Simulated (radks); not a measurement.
Results of a calculation; reference values are marked as such.
Species: neutral sulfur. Configuration: [Ne] 3s2 3p4.

Code: a radial shooting solver on a logarithmic mesh with Libxc functionals. Model: Dirac Kohn-Sham, LDA (Slater exchange, Perdew-Wang correlation), spin-unpolarised, spherical densities, finite nucleus; open shells fill j = l - 1/2 first; Fermi nuclear charge, rms radius 3.2611 fm.

Energy parts (eV):
part                      energy
total                 -10825.635
kinetic                10864.483
electron-nucleus      -25851.766
Hartree                 4820.635
exchange-correlation    -658.987

Orbitals (lengths in bohr, moments of r in powers of bohr; <r^-3> diverges for s and p1/2):
orbital  occ.  eigenvalue (eV)  <r^-3>
1s1/2       2        -2396.928       -
2s1/2       2        -210.7417       -
2p1/2       2        -157.3008       -
2p3/2       4        -156.0409   80.51
3s1/2       2         -17.2675       -
3p1/2       2          -7.1538       -
3p3/2       2          -7.0678   5.542
4s1/2       0          -0.3455       -

The highest occupied level is 3p3/2 at -7.068 eV. The electron density at the nucleus is 2922 e/bohr^3. For comparison, the ionisation energy in NIST's Atomic Spectra Database is 10.360 eV (measured). In exact Kohn-Sham theory the highest level is minus the ionisation energy, but local and semilocal functionals leave it too shallow, through self-interaction and a potential that decays too fast; potentials with the right tail come closer.

Beside tabulated values, note that spin-unpolarised runs miss the spin-polarisation part of the exchange energy of open shells.
